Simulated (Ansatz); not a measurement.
Two isomers of CH5FOSi2: A = `O[Si]1(F)C[SiH2]1`, B = `FC1([SiH3])O[SiH2]1`.

Calculated with Ansatz (gas phase, PBE0-D4/def2-TZVP geometries, no zero-point term in ΔE). CCSD(T)/CBS adds triple-zeta CCSD(T) − MP2 to the extrapolated MP2 energy (def2 sets, frozen cores). Functionals use def2-TZVPP. B3LYP here is the variant with VWN-RPA as its local correlation; programs differ in this. Each species was taken in one conformer, which may not be the lowest.

Q: Which is lower in electronic energy at CCSD(T)/CBS, and by how much? (Best estimate.)

A: Ansatz gave: A, by 76.0 kcal/mol.

Q: Give E(B) − E(A) in kcal/mol with CCSD(T)/def2-TZVPP, B3LYP-D4, B2PLYP, r2SCAN-D4, PBE-D4, ωB97M-V, HF/def2-TZVPP. (Best estimate.)

A: Computed: CCSD(T)/def2-TZVPP 74.4, B3LYP-D4 71.7, B2PLYP 73.6, r2SCAN-D4 74.1, PBE-D4 70.6, ωB97M-V 73.3, HF/def2-TZVPP 74.9. None reverses the order clearly.

Largest T1 diagnostic: 0.015.

From PBE to PBE0 (25 % exact exchange), in def2-TZVPP and without D4, E(B) − E(A) moves by +4.0 kcal/mol.
